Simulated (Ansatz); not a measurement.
Steps of a relaxation of CH$_{8}$N$_{2}$Si$_{2}$, SMILES `N=C([SiH3])[SiH2]N` with RKS PBE0-D4/def2-TZVP.

```sh
$ ansatz run in.yaml --threads 4 --pin off --events-out ev --progress --plain --max-ram 10444MiB
```

```yaml
crystal:
  periodic: [false, false, false]
  atoms:
    - {symbol: N, position_ang: [-0.331185, 1.207886, 1.116951]}
    - {symbol: C, position_ang: [-0.128131, 0.059090, 0.552406]}
    - {symbol: Si, position_ang: [-0.236296, -1.624834, 1.470671]}
    - {symbol: Si, position_ang: [0.304422, 0.154888, -1.322708]}
    - {symbol: N, position_ang: [0.346495, 1.767250, -1.985831]}
    - {symbol: H, position_ang: [-0.560061, 1.094370, 2.127963]}
    - {symbol: H, position_ang: [1.090209, -2.337069, 1.431467]}
    - {symbol: H, position_ang: [-1.262406, -2.520796, 0.828126]}
    - {symbol: H, position_ang: [-0.623544, -1.352628, 2.902941]}
    - {symbol: H, position_ang: [1.655879, -0.485087, -1.506105]}
    - {symbol: H, position_ang: [-0.732156, -0.647005, -2.065787]}
    - {symbol: H, position_ang: [-0.551903, 2.262466, -1.968613]}
    - {symbol: H, position_ang: [1.048976, 2.386669, -1.566782]}
basis:
  gaussian: {orbitals: def2-TZVP}
hamiltonian: {xc: pbe0, dispersion: d4}
relax: {f_tol: 0.005, max_steps: 150}
```

Positions (Å) and forces (eV/Å) along the path, 10 of 12 steps:

```xyz
13
step=1 energy=-19893.1183 eV
N    -0.331    1.208    1.117    0.017   -1.126    0.243
C    -0.128    0.059    0.552   -0.070    0.637    0.134
Si   -0.236   -1.625    1.471   -0.017    0.042    0.081
Si    0.304    0.155   -1.323    0.001    0.301   -0.145
N     0.346    1.767   -1.986   -0.137    0.062    0.542
H    -0.560    1.094    2.128    0.131    0.087   -0.604
H     1.090   -2.337    1.431   -0.283    0.185   -0.011
H    -1.262   -2.521    0.828    0.223    0.229    0.119
H    -0.624   -1.353    2.903    0.085   -0.043   -0.318
H     1.656   -0.485   -1.506   -0.300    0.145    0.061
H    -0.732   -0.647   -2.066    0.224    0.178    0.181
H    -0.552    2.262   -1.969    0.544   -0.312   -0.021
H     1.049    2.387   -1.567   -0.418   -0.385   -0.263
13
step=3 energy=-19893.1793 eV
N    -0.342    1.177    1.122    0.088   -0.008    0.043
C    -0.128    0.056    0.544   -0.003   -0.027   -0.078
Si   -0.234   -1.607    1.454    0.025    0.019    0.022
Si    0.302    0.158   -1.309   -0.035    0.091   -0.046
N     0.343    1.748   -1.963   -0.017   -0.073    0.113
H    -0.547    1.059    2.120   -0.076    0.016    0.010
H     1.077   -2.305    1.414    0.018   -0.015   -0.002
H    -1.249   -2.487    0.820   -0.014   -0.003   -0.013
H    -0.615   -1.323    2.864   -0.007    0.001    0.027
H     1.635   -0.475   -1.483    0.017   -0.013    0.013
H    -0.723   -0.635   -2.037   -0.013   -0.022   -0.014
H    -0.541    2.238   -1.964   -0.004    0.015   -0.039
H     1.042    2.361   -1.567    0.020    0.020   -0.035
13
step=5 energy=-19893.1818 eV
N    -0.334    1.174    1.128   -0.013    0.009    0.006
C    -0.127    0.054    0.544    0.008   -0.008   -0.016
Si   -0.232   -1.607    1.455   -0.005   -0.006    0.005
Si    0.299    0.161   -1.309    0.007    0.012   -0.017
N     0.342    1.749   -1.959   -0.015   -0.010    0.064
H    -0.561    1.053    2.121    0.003    0.005    0.015
H     1.078   -2.308    1.414    0.011   -0.005   -0.001
H    -1.249   -2.487    0.822   -0.009   -0.008   -0.004
H    -0.612   -1.323    2.866   -0.002    0.003    0.012
H     1.633   -0.474   -1.480    0.011   -0.005   -0.001
H    -0.726   -0.634   -2.035   -0.010   -0.007   -0.005
H    -0.539    2.243   -1.975    0.007    0.011   -0.029
H     1.048    2.363   -1.578    0.006    0.010   -0.029
13
step=6 energy=-19893.1821 eV
N    -0.352    1.168    1.137    0.014   -0.028   -0.058
C    -0.128    0.055    0.544    0.003   -0.016    0.018
Si   -0.227   -1.607    1.457   -0.006   -0.004    0.010
Si    0.301    0.163   -1.307   -0.007    0.060   -0.031
N     0.350    1.751   -1.955    0.022   -0.029    0.032
H    -0.581    1.030    2.126   -0.010    0.035    0.052
H     1.083   -2.309    1.410    0.005   -0.008    0.002
H    -1.250   -2.486    0.834   -0.003   -0.009   -0.001
H    -0.598   -1.314    2.870    0.004   -0.008   -0.008
H     1.628   -0.483   -1.489    0.000    0.003    0.019
H    -0.734   -0.621   -2.032   -0.009   -0.011   -0.005
H    -0.527    2.248   -1.997   -0.034    0.012   -0.017
H     1.055    2.370   -1.584    0.020    0.004   -0.013
13
step=7 energy=-19893.1829 eV
N    -0.349    1.167    1.139   -0.007   -0.014   -0.027
C    -0.129    0.054    0.546   -0.012    0.015    0.018
Si   -0.227   -1.610    1.457   -0.001   -0.016    0.007
Si    0.297    0.168   -1.305    0.013   -0.002   -0.008
N     0.349    1.752   -1.957   -0.004    0.009    0.023
H    -0.579    1.035    2.129    0.007    0.014    0.026
H     1.082   -2.313    1.409    0.004    0.001   -0.001
H    -1.249   -2.492    0.834   -0.004    0.000   -0.002
H    -0.598   -1.322    2.871    0.000   -0.001   -0.005
H     1.627   -0.478   -1.477    0.002    0.002   -0.002
H    -0.735   -0.621   -2.030   -0.002   -0.001   -0.006
H    -0.526    2.252   -2.008   -0.002    0.000   -0.011
H     1.059    2.372   -1.596    0.005   -0.005   -0.012
13
step=8 energy=-19893.1832 eV
N    -0.355    1.167    1.140   -0.002    0.001    0.002
C    -0.137    0.053    0.549    0.015   -0.003    0.004
Si   -0.227   -1.613    1.458   -0.007    0.006    0.001
Si    0.293    0.168   -1.303   -0.010    0.015    0.006
N     0.347    1.753   -1.952    0.006   -0.030   -0.006
H    -0.579    1.040    2.133   -0.002   -0.003   -0.004
H     1.086   -2.309    1.409    0.002    0.001   -0.003
H    -1.246   -2.498    0.834    0.000   -0.002   -0.001
H    -0.598   -1.328    2.872    0.001   -0.002    0.000
H     1.624   -0.475   -1.473   -0.001    0.002    0.001
H    -0.737   -0.620   -2.032    0.001    0.000   -0.002
H    -0.523    2.260   -2.009    0.000    0.007    0.003
H     1.071    2.368   -1.612   -0.003    0.007    0.000
13
step=9 energy=-19893.1833 eV
N    -0.355    1.167    1.142   -0.001    0.003    0.003
C    -0.135    0.054    0.550    0.001   -0.004   -0.003
Si   -0.228   -1.613    1.458    0.000    0.002   -0.001
Si    0.294    0.169   -1.301    0.000   -0.001    0.004
N     0.346    1.752   -1.955    0.000   -0.002   -0.001
H    -0.581    1.039    2.135   -0.001    0.001    0.000
H     1.085   -2.311    1.406    0.001    0.000   -0.001
H    -1.248   -2.496    0.833    0.000    0.001   -0.001
H    -0.597   -1.330    2.873    0.000    0.000    0.001
H     1.626   -0.472   -1.471    0.001    0.001    0.000
H    -0.735   -0.622   -2.029   -0.001   -0.001    0.000
H    -0.524    2.260   -2.007    0.001    0.001    0.000
H     1.072    2.368   -1.620    0.000    0.000   -0.001
13
step=10 energy=-19893.1833 eV
N    -0.356    1.168    1.144   -0.001    0.003    0.002
C    -0.135    0.055    0.552    0.000   -0.002   -0.002
Si   -0.228   -1.613    1.458    0.001    0.001   -0.004
Si    0.294    0.170   -1.300    0.001   -0.004    0.003
N     0.346    1.751   -1.956   -0.001    0.006    0.000
H    -0.582    1.039    2.136    0.000    0.001    0.000
H     1.084   -2.311    1.404    0.000    0.000    0.000
H    -1.249   -2.494    0.831    0.000    0.000    0.001
H    -0.597   -1.333    2.873    0.000    0.000    0.001
H     1.627   -0.470   -1.469    0.000   -0.001    0.000
H    -0.734   -0.623   -2.026    0.000   -0.001   -0.001
H    -0.524    2.261   -2.006    0.001   -0.001    0.000
H     1.073    2.367   -1.626    0.000   -0.002   -0.001
13
step=11 energy=-19893.1833 eV
N    -0.357    1.169    1.145   -0.001    0.000    0.000
C    -0.135    0.056    0.553   -0.001   -0.001   -0.002
Si   -0.228   -1.613    1.457    0.000   -0.001    0.001
Si    0.294    0.170   -1.299    0.002   -0.002    0.000
N     0.345    1.750   -1.956    0.000    0.006    0.000
H    -0.584    1.039    2.137    0.001    0.000    0.000
H     1.084   -2.311    1.402    0.000    0.001   -0.001
H    -1.249   -2.493    0.831    0.000    0.001    0.000
H    -0.596   -1.334    2.873    0.000    0.001    0.001
H     1.627   -0.470   -1.468    0.001    0.000    0.000
H    -0.733   -0.625   -2.025   -0.001    0.000    0.001
H    -0.524    2.261   -2.005    0.000   -0.001    0.000
H     1.075    2.366   -1.629    0.000   -0.003    0.000
13
step=12 energy=-19893.1833 eV
N    -0.358    1.169    1.145    0.002    0.000    0.000
C    -0.135    0.056    0.553   -0.002    0.000   -0.001
Si   -0.228   -1.612    1.457    0.002    0.000    0.001
Si    0.295    0.170   -1.299    0.000    0.000    0.000
N     0.345    1.750   -1.956    0.000    0.002    0.000
H    -0.584    1.039    2.137   -0.001    0.000    0.000
H     1.084   -2.311    1.401    0.000    0.000    0.000
H    -1.250   -2.493    0.830    0.000    0.001    0.000
H    -0.595   -1.334    2.873    0.000    0.000    0.000
H     1.628   -0.469   -1.467    0.000    0.000    0.000
H    -0.733   -0.625   -2.024    0.000    0.000    0.000
H    -0.524    2.261   -2.004    0.000   -0.001    0.000
H     1.075    2.366   -1.631    0.000   -0.002    0.000
```

It took 51 s on 4 threads of an Arm Neoverse V1 on a shared host, with 0.58 GiB of host memory at the peak.
